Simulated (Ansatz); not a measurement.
formic acid (CH2O2), singlet, geometry from GFN2-xTB. Base run: PBE0/def2-SV(P) (Ansatz, a first-principles code).

Geometry (Å):
```xyz
5

O     -1.0161    -0.4351     0.0001
C     -0.0017     0.4129    -0.0073
O      1.1529     0.1141     0.0066
H     -0.6990    -1.3544     0.0187
H     -0.3845     1.4447    -0.0284
```
All else is at Ansatz's defaults.
Base energy -189.40364 Eh.

Each row names what was changed in the base input (with any setting that the change needs).

```json
[
 {"change": "base", "ΔE vs base (mEh)": "0.000"},
 {"change": "accuracy = high", "ΔE vs base (mEh)": "0.002"},
 {"change": "lower_state_search = full", "ΔE vs base (mEh)": "0.000"},
 {"change": "fitting.mean_field = def2-universal-JKFIT", "ΔE vs base (mEh)": "0.010"},
 {"change": "final_grid = 10, 20, 41", "ΔE vs base (mEh)": "0.000"},
 {"change": "lower_state_search = off", "ΔE vs base (mEh)": "0.000"},
 {"change": "final_grid = 4, 8, 17", "ΔE vs base (mEh)": "(withheld)"},
 {"change": "lower_state_search = light", "ΔE vs base (mEh)": "0.000"},
 {"change": "forces = on", "ΔE vs base (mEh)": "0.000"},
 {"change": "nuclear_model = gaussian", "ΔE vs base (mEh)": "0.027"},
 {"change": "point_charge = charge:-1.0 position_ang:1.7528, 2.9772, 2.7659", "ΔE vs base (mEh)": "1.571"}
]
```

**Question.** What belongs in the gaps?

**Answer.** 
- final_grid = 4, 8, 17, ΔE vs base (mEh): -0.321
